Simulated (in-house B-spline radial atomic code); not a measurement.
RPA and G0W0 on CAM-B3LYP: the calcium ion Ca²⁺

Configuration [Ne] 3s2 3p6, mean-field start CAM-B3LYP. Computed with an all-electron radial atomic-structure program (B-spline basis): all electrons, scalar-relativistic (spin-free one-electron X2C), finite nucleus, each spin shell either full or empty, empty states to l = 9 with an (l + 1/2)⁻⁴ tail; G0W0 by contour deformation at full frequency.

Command:
```bash
python run_gw.py task.json out
```
Settings (radii: box in bohr, nucleus in fm):
```
Z                        20
electrons                18
configuration            [Ne] 3s2 3p6
hamiltonian              x2c
method                   camb3lyp
lmax                     9
rms_radius               3.4776
spin_polarised           False
box_radius               17.55
intervals                70
```

Cost of the run: 3.1 s on 1 thread of Arm Neoverse N1, with other jobs on the host.

Energies (hartree):

| term | value |
| --- | --- |
| mean-field total | -679.83353 |
| Hartree-Fock functional on these orbitals | -679.02112 |
| direct second order | -1.2622 |
| second-order exchange | 0.42685 |
| SOSEX correction | 0.39071 |

(1) What is the RPA correlation energy, and what remains with SOSEX?

Quasi-particle levels (eV):

| level | occupied | mean field | Σx - vxc | Σc | QP weight | G0W0 |
| --- | --- | --- | --- | --- | --- | --- |
| 3p | yes | -46.87 | -4.12 | ? | ? | ? |
| 4s | no | -13.261 | 2.10 | -0.71 | 0.988 | -11.871 |

G0W0 = mean field + (Σx - vxc) + Σc, with Σc (partial-wave tail included) taken at the quasi-particle energy. Only the outer levels were computed. Levels of low weight are left out.

(2) Where does G0W0 put 3p?

Results:

(1) RPA gives -1.1096 hartree (-1.68 eV per electron); RPA + SOSEX gives -0.71891, and the second-order doubles -0.83531 hartree (no singles). RPA lacks exchange-type terms and so overcorrelates at short range.

(2) At -51.18 eV, with Σc = -0.19 eV and a quasi-particle weight of 0.943. The tabulated removal energy is 50.913 eV (NIST, measured); the calculation leaves out spin-orbit coupling, Breit and QED terms, and what these don't explain is the method's own error.
